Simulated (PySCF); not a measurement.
AlTe⁻: input and log

State: ¹Σ⁺ (singlet), closed shell.

An equivalent input (the run itself took its basis sets from the Basis Set Exchange, started from a PBE0 density and held the occupation σ 9α 9β, πx 4α 4β, πy 4α 4β, δx 1α 1β, δy 1α 1β):

```python
from pyscf import gto, scf
mol = gto.M(atom='Al 0 0 0; Te 0 0 2.47', basis={'Al': 'def2-SVPD', 'Te': 'def2-SVPD'}, ecp={'Te': 'def2-SVPD'},
            charge=-1, spin=0, verbose=4, symmetry='C2v')
mf = scf.RHF(mol)
mf.irrep_nelec = {'A1': 20, 'A2': 2, 'B1': 8, 'B2': 8}
mf.conv_tol = 1e-9
mf.max_cycle = 60
mf.diis_space = 10
mf.kernel()
```

The log (some set-up lines and the per-cycle HOMO/LUMO lines removed):

```
******** <class 'pyscf.scf.hf_symm.SymAdaptedRHF'> ********
method = SymAdaptedRHF
damping factor = 0
level_shift factor = 0
DIIS = <class 'pyscf.scf.diis.CDIIS'>
diis_start_cycle = 1
diis_space = 10
diis_damp = 0
SCF conv_tol = 1e-09
SCF conv_tol_grad = None
SCF max_cycles = 60
Set gradient conv threshold to 3.16228e-05
init E= -508.912437728164
cycle= 1 E= -508.921042813836  delta_E= -0.00861  |g|= 0.0335  |ddm|= 0.406
cycle= 2 E= -508.921749981194  delta_E= -0.000707  |g|= 0.0115  |ddm|= 0.11
cycle= 3 E= -508.921877056936  delta_E= -0.000127  |g|= 0.00649  |ddm|= 0.0399
cycle= 4 E= -508.921910953229  delta_E= -3.39e-05  |g|= 0.00149  |ddm|= 0.0244
cycle= 5 E= -508.921914885336  delta_E= -3.93e-06  |g|= 0.000666  |ddm|= 0.00744
cycle= 6 E= -508.92191558574  delta_E= -7e-07  |g|= 0.000195  |ddm|= 0.00321
cycle= 7 E= -508.921915653121  delta_E= -6.74e-08  |g|= 2.27e-05  |ddm|= 0.00149
cycle= 8 E= -508.921915654007  delta_E= -8.86e-10  |g|= 5.34e-06  |ddm|= 0.000384
Extra cycle  E= -508.921915654051  delta_E= -4.37e-11  |g|= 2.5e-06  |ddm|= 5.89e-05
converged SCF energy = -508.921915654051
```

Repeating this along the bond gives Re = 2.466 Å and ωe = 378 cm⁻¹.

A point of this curve took 0.12 CPU seconds beside 0.22 for the integrals, on AMD EPYC 7R43 64-Core (shared host).

Spin–orbit coupling is left out.
